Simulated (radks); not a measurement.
Results of a calculation; reference values are marked as such.
Valence configurations of Mg II (all share [Ne]). Code: a radial shooting solver on a logarithmic mesh with Libxc functionals. Model: non-relativistic Kohn-Sham, PBE, spin-polarised, spherical densities, point nucleus; open shells are filled with parallel spins first. Energies are relative to 3s1; eigenvalues in eV for spin up.

| valence | E (eV) | moment (Bohr magnetons) | e(3p) | e(3s) |
|---|---|---|---|---|
| 3s1 | 0.000 | 1 | - | -11.899 |
| 3s0.5 3p0.5 | 2.198 | 1 | -7.868 | -12.266 |
| 3p1 | 4.393 | 1 | -8.221 | - |

NIST lists [Ne] 3s1 as the ground configuration; this level of theory agrees among the configurations tried. The energies are those of spherical high-spin densities, not of single terms.
